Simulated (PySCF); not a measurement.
## Computed spin Hamiltonian

Species: C4H8NSi3 (doublet state).
Atom-mapped SMILES: `[CH:1]#[C:2][SiH2:3][Si@H:4]([C:5]#[N:6])[CH2:7][SiH2:8]` (hydrogens: H9 on C1; H10, H11 on Si3; H12 on Si4; H13, H14 on C7; H15, H16 on Si8)

Structure used (GFN2-xTB), in Å, numbered top down from 1:
```
atom  x, y, z in Å
C1     2.3429    1.6619    1.4644
C2     2.1068    0.6317    0.8906
Si3    1.6739   -0.9454    0.0243
Si4   -0.6187   -1.2259    0.2301
C5    -1.2326   -2.1979   -1.2444
N6    -1.5724   -2.8079   -2.1547
C7    -1.6031    0.4028    0.1245
Si8   -1.1776    1.3463   -1.4718
H9     2.5641    2.5622    1.9629
H10    2.1364   -0.8115   -1.3627
H11    2.4505   -2.0059    0.6808
H12   -1.0459   -2.0375    1.3881
H13   -1.3869    1.0260    0.9947
H14   -2.6724    0.1918    0.1498
H15    0.1904    1.8568   -1.4435
H16   -2.1630    2.3614   -1.8319
```

The hyperfine couplings belong to this conformer and change with its torsions.

The calculation used UKS B3LYP, pcH-1 on C H N Si, non-relativistic, mean-field spin-orbit, GIAO in PySCF. Geometry: GFN2-xTB, one conformer, isolated molecule. The geometry wasn't refined by DFT: couplings that depend on bond lengths, twists or pyramidal angles can differ widely from those at the functional's own minimum, by a factor of two or more for some ions and for spin on atoms past the first row. No stability test was run, so a lower SCF solution isn't excluded.

```json
{"g1, g2, g3": "2.00213, 2.00414, 2.00431", "g_iso": "2.00353", "Form of g": "close to axial: the two nearest values differ by 8 % of g3 − g1", "⟨S²⟩": "0.7515 (exact 0.7500)", "α and β electrons": "41, 40", "HOMO–LUMO gap, α and β orbitals": "4.56, 5.41 eV", "Total energy": "-1080.41223 Eh"}
```

Hyperfine couplings atom by atom, in MHz; T1 to T3 are the principal values of the dipolar part; ρ(0) is the spin density at the nucleus:

| atom | isotope | a_iso | of which spin–orbit | T1 | T2 | T3 | Mulliken spin population | ρ(0) (bohr⁻³) |
| --- | --- | --- | --- | --- | --- | --- | --- | --- |
| C1 | 13C | 0.1 | 0.0 | -0.2 | -0.2 | 0.4 | 0.00 | 0.0001 |
| C2 | 13C | 0.4 | 0.0 | -0.3 | -0.2 | 0.5 | 0.00 | 0.0004 |
| Si3 | 29Si | 0.1 | 0.0 | -0.4 | 0.1 | 0.3 | 0.00 | -0.0001 |
| Si4 | 29Si | -21.9 | 0.0 | -1.5 | 0.6 | 0.9 | 0.00 | 0.0247 |
| C5 | 13C | 0.1 | 0.0 | -0.7 | -0.3 | 0.9 | -0.01 | 0.0001 |
| N6 | 14N | 0.7 | 0.0 | -0.6 | -0.5 | 1.1 | 0.01 | 0.0022 |
| C7 | 13C | 17.3 | 0.0 | -3.7 | -3.4 | 7.1 | -0.01 | 0.0153 |
| Si8 | 29Si | -451.1 | 1.1 | -178.9 | 89.3 | 89.5 | 0.99 | 0.5088 |
| H9 | 1H | 0.0 | 0.0 | -0.5 | -0.5 | 1.0 | 0.00 | 0.0000 |
| H10 | 1H | 1.3 | 0.0 | -1.3 | -1.2 | 2.5 | 0.00 | 0.0003 |
| H11 | 1H | 0.0 | 0.0 | -0.5 | -0.5 | 0.9 | 0.00 | 0.0000 |
| H12 | 1H | 1.0 | 0.0 | -0.9 | -0.8 | 1.7 | 0.00 | 0.0002 |
| H13 | 1H | 60.4 | 0.0 | -4.2 | 0.3 | 3.8 | 0.02 | 0.0135 |
| H14 | 1H | -0.9 | 0.0 | -3.8 | -2.1 | 5.9 | 0.00 | -0.0002 |
| H15 | 1H | 31.4 | 0.0 | -10.3 | 1.5 | 8.9 | 0.00 | 0.0070 |
| H16 | 1H | 29.5 | 0.0 | -10.3 | 1.3 | 8.9 | 0.00 | 0.0066 |

The largest Mulliken spin population is on Si8 (+0.99). The angles at Si8 add up to 338.3°, so it is pyramidal.

Under fast tumbling the dipolar parts average out, and these isotropic splittings remain: 1 × 1H (H13, I = 1/2, 2 lines) with 2.16 mT, 2 × 1H (H15/H16, I = 1/2, 3 lines) with 1.08 mT, 1 × 1H (H10, I = 1/2, 2 lines) with 0.04 mT, 1 × 1H (H12, I = 1/2, 2 lines) with 0.04 mT and 1 × 1H (H14, I = 1/2, 2 lines) with 0.03 mT.

Means are taken over nuclei equivalent by connectivity, which assumes that they swap fast.

The 13C coupling of C7 (17.3 MHz) shows only in satellite lines or after enrichment, since that isotope makes up about 1.07 % of natural carbon.

The 29Si coupling of Si8 (-451.1 MHz) shows only in satellite lines or after enrichment, since that isotope makes up about 4.7 % of natural silicon.
